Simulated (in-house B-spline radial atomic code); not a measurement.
Ionising Ta2+ with different functionals

Computed with an all-electron radial atomic-structure program (B-spline basis): scalar-relativistic (spin-free X2C) Hamiltonian, Fermi nucleus of rms radius 5.3507 fm, spin-polarised at highest spin, spherical fractional occupations for the functionals, the average over the highest-spin determinants for Hartree-Fock. The ionisation energy is the difference of two self-consistent energies, [Xe] 4f14 5d3 → [Xe] 4f14 5d2, without Breit or QED terms; ε is the level of the shell that loses the electron (its least bound occupied spin orbital). There is no spin-orbit coupling in this Hamiltonian.

Hybrids are left out here: with spherical fractional occupations of an open shell their exact exchange keeps a self-interaction that integer-occupation calculations don't have.

| method | rung | ΔSCF (eV) | -ε(5d) (eV) |
| --- | --- | --- | --- |
| Hartree-Fock | Hartree-Fock | 23.20 | 23.81 |
| LDA VWN5 | LDA | 24.61 | 19.36 |
| LDA PW92 | LDA | 24.60 | 19.35 |
| LDA exchange-only | LDA | 23.52 | 18.37 |
| PBE | GGA | 24.39 | 19.16 |
| PBEsol | GGA | 24.42 | 19.19 |
| BLYP | GGA | 24.21 | 18.95 |
| RPBE | GGA | 24.31 | 19.08 |
| PW91 | GGA | 24.46 | 19.23 |
| BP86 | GGA | 24.47 | 19.25 |
| AM05 | GGA | 24.39 | 19.16 |
| OLYP | GGA | 24.28 | 19.01 |
| TPSS | meta-GGA | 24.26 | 19.03 |
| SCAN | meta-GGA | 24.40 | 19.21 |
| r2SCAN | meta-GGA | 24.37 | 19.18 |
| revTPSS | meta-GGA | 24.24 | 19.02 |

(1) How do they compare with the NIST value?

Results:

(1) NIST lists 23 eV ± 1.6 (tabulated theory, ground level to ground level). Errors run from +0.10 to +1.51 eV; all lie within about twice that uncertainty, so the table can't rank the methods. Hartree-Fock also lacks correlation.
